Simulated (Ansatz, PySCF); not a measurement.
Cl₃Se (SMILES Cl[Se+](Cl)Cl), charge +1, singlet, at a GFN2-xTB geometry. Base run: B3LYP/6-311G** run with PySCF.

Input for PySCF:
```python
from pyscf import gto, scf, dft

mol = gto.M(
    atom='''
Se   -0.171048    0.207352    0.487115
Cl   -1.497105   -1.145492   -0.461723
Cl    0.200067    1.623498   -1.044456
Cl    1.639134   -0.892711    0.531949
''',
    basis='6-311g**',
    charge=1,
    spin=0,
    verbose=4,
)

mf = dft.RKS(mol)
mf.xc = 'b3lyp'
mf.kernel()
```

The same geometry, method and basis name were run in Ansatz (an electronic-structure program) and PySCF, at each program's defaults and at the settings that a row names. The base is PySCF at its defaults. Differences at the defaults can come from grids, fitting, cores and function types together.

```json
[
 {"code and settings": "PySCF, defaults (exact integrals, its default grid, spherical functions)", "ΔE vs base (µEh)": "0.0", "basis functions": "122", "E (Eh)": "-3781.89007", "SCF cycles": "10"},
 {"code and settings": "Ansatz, defaults (factorised integrals, its default grid, Cartesian functions)", "ΔE vs base (µEh)": "-3127", "basis functions": "125", "E (Eh)": "-3781.89320", "SCF cycles": "-"},
 {"code and settings": "PySCF, density fitting with def2-universal-jkfit", "ΔE vs base (µEh)": "-34.6", "basis functions": "122", "E (Eh)": "-3781.89011", "SCF cycles": "10"},
 {"code and settings": "PySCF, fine grid", "ΔE vs base (µEh)": "-1.4", "basis functions": "122", "E (Eh)": "-3781.89007", "SCF cycles": "10"},
 {"code and settings": "Ansatz, high accuracy, Cartesian functions as the basis file defines them", "ΔE vs base (µEh)": "-3133", "basis functions": "125", "E (Eh)": "-3781.89320", "SCF cycles": "-"}
]
```
